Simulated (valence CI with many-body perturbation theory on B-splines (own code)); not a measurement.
Values are calculated unless marked as measured or tabulated.
Hyperfine factors and g values of Tm XX

Level of theory: valence CI with perturbative core correlation (CI+MBPT): four valence electrons over a frozen Dirac-Fock core [Kr] 4d10, radial functions for each j: 8 s, 8 p, 9 d, 9 f, 6 g, 3 h, 2 i, with the one-electron correlation potential Σ1 (screened to all orders), the two-electron term Σ2, the three-electron term Σ3, Breit, model QED; selected single and double excitations, second order for the rest, scaled by the run's own slope (own B-spline code, finite nucleus).

No measured levels were compared; by estimate terms of the open shell hold to a few per cent of their energy, and close levels can change places. Core correlation moves these levels by up to 3400 cm⁻¹, and in measured spectra 5 to 20 % of such shifts remained as error; rates that hang on mixing are uncertain with them. Only levels of the ground parity were solved; by the run's estimate the other parity begins above the list, which can be wrong where configurations are misplaced.

A/g_I is the dipole constant over the nuclear g factor μ/I (μ in nuclear magnetons, uniformly magnetised nucleus), B/Q the quadrupole constant per barn. Both hold the static response of the core; the bare values leave it out. Large factors of s and p1/2 electrons are usually good to 5 to 10 %; those of open d and f shells near neutrality can be off by tens of per cent, and small factors of p3/2, d and f electrons come from cancelling terms and can be off by a factor of two or in sign, in half-filled shells by more. B is blank for J = 1/2, where it vanishes, and for nearly pure S terms. Energies count from the lowest level. Levels with J = 0 are left out.

Names give the largest LS component (configuration and term), which can be under half, so a name can repeat, a term be missing and a line seem to break the LS rules; names also repeat where a configuration has a term twice. Letters in brackets count levels of one name in rising energy.

| Level | E (eV) | g | A/g_I (MHz) | A/g_I bare | B/Q (MHz/b) | B/Q bare |
| --- | --- | --- | --- | --- | --- | --- |
| 4f⁴ ⁵I_4 | 0.0000 | 0.619 | 2990 | 2580 | -1250 | -1060 |
| 4f⁴ ⁵I_5 | 0.8831 | 0.904 | 2060 | 2020 | -1120 | -967 |
| 4f⁴ ⁵I_6 | 1.732 | 1.064 | 1570 | 1730 | -1050 | -925 |
| 4f⁴ ⁵I_7 | 2.519 | 1.160 | 1300 | 1590 | -987 | -885 |
| 4f⁴ ⁵I_8 | 3.247 | 1.221 | 1150 | 1530 | -926 | -849 |
| 4f⁴ ⁵F_2 | 3.654 | 1.013 | 2120 | 2290 | 1220 | 1050 |
| 4f⁴ ⁵F_1 | 3.702 | 0.070 | 5460 | 4480 | 430 | 368 |
| 4f⁴ ⁵F_4 [a] | 4.251 | 1.079 | 1760 | 1990 | -1790 | -1550 |
| 4f⁴ ⁵F_3 | 4.273 | 1.204 | 1210 | 1580 | 300 | 246 |
| 4f⁴ ⁵S_2 | 4.548 | 1.811 | -838 | 290 | -149 | -150 |
| 4f⁴ ³K_6 [a] | 4.900 | 0.868 | 2180 | 2100 | 349 | 317 |
| 4f⁴ ⁵G_2 | 4.908 | 0.474 | 3520 | 2930 | -764 | -644 |
| 4f⁴ ⁵G_3 | 5.140 | 0.894 | 2220 | 2190 | 241 | 225 |
| 4f⁴ ⁵F_5 | 5.281 | 1.289 | 864 | 1320 | -189 | -204 |
| 4f⁴ ⁵F_4 [b] | 5.283 | 1.181 | 1150 | 1460 | 1140 | 972 |
| 4f⁴ ³K_7 | 5.309 | 0.973 | 1870 | 1930 | 1320 | 1120 |
| 4f⁴ ³L_8 [a] | 5.811 | 1.036 | 1700 | 1840 | 2320 | 1950 |
| 4f⁴ ³H_5 [a] | 6.303 | 1.212 | 1010 | 1340 | 938 | 789 |
| 4f⁴ ⁵G_4 | 6.345 | 1.056 | 1630 | 1790 | -304 | -254 |
| 4f⁴ ³G_3 [a] | 6.588 | 0.841 | 2240 | 2100 | -1310 | -1120 |
| 4f⁴ ³D_2 | 6.597 | 1.174 | 1230 | 1540 | 1060 | 917 |
| 4f⁴ ³P_1 | 7.114 | 1.028 | 2070 | 2270 | -87.3 | -81.3 |
| 4f⁴ ⁵G_5 | 7.252 | 1.168 | 1290 | 1600 | -478 | -418 |
| 4f⁴ ³L_7 | 7.282 | 0.939 | 1850 | 1830 | 1160 | 1010 |
| 4f⁴ ⁵G_6 | 7.382 | 1.256 | 895 | 1300 | -624 | -580 |
| 4f⁴ ³L_8 [b] | 7.485 | 0.985 | 1820 | 1880 | 2540 | 2180 |
| 4f⁴ ¹D_2 [a] | 7.509 | 1.012 | 1420 | 1460 | -574 | -511 |
| 4f⁴ ³L_9 | 7.627 | 1.061 | 1600 | 1760 | 3880 | 3300 |
| 4f⁴ ³K_8 | 7.642 | 1.022 | 1620 | 1710 | 2250 | 1920 |
| 4f⁴ ³D_3 | 7.742 | 1.270 | 669 | 1050 | 949 | 808 |
| 4f⁴ ³F_4 [a] | 7.784 | 1.172 | 1200 | 1500 | -1520 | -1310 |
| 4f⁴ ³I_5 | 8.031 | 0.903 | 1970 | 1910 | 632 | 528 |
| 4f⁴ ³H_6 [a] | 8.094 | 1.195 | 1220 | 1570 | -576 | -513 |
| 4f⁴ ³G_4 | 8.252 | 1.069 | 1470 | 1630 | -964 | -834 |
| 4f⁴ ³F_2 | 8.463 | 0.715 | 3230 | 3060 | 729 | 646 |
| 4f⁴ ⁵D_1 | 8.772 | 1.417 | -74.1 | 445 | 829 | 708 |
| 4f⁴ ³I_6 | 8.915 | 1.055 | 1580 | 1730 | -16.2 | -19.9 |
| 4f⁴ ³I_7 | 9.003 | 1.114 | 1480 | 1730 | 557 | 466 |

Task: Take the isotope of mass number 169, with I = 1/2, μ = -0.231 μN. What is the hyperfine structure of 4f⁴ ⁵I_7?

Result: From the table A = -599 MHz. Shifts from the centre of gravity in MHz: F = 13/2: 2400, F = 15/2: -2100.
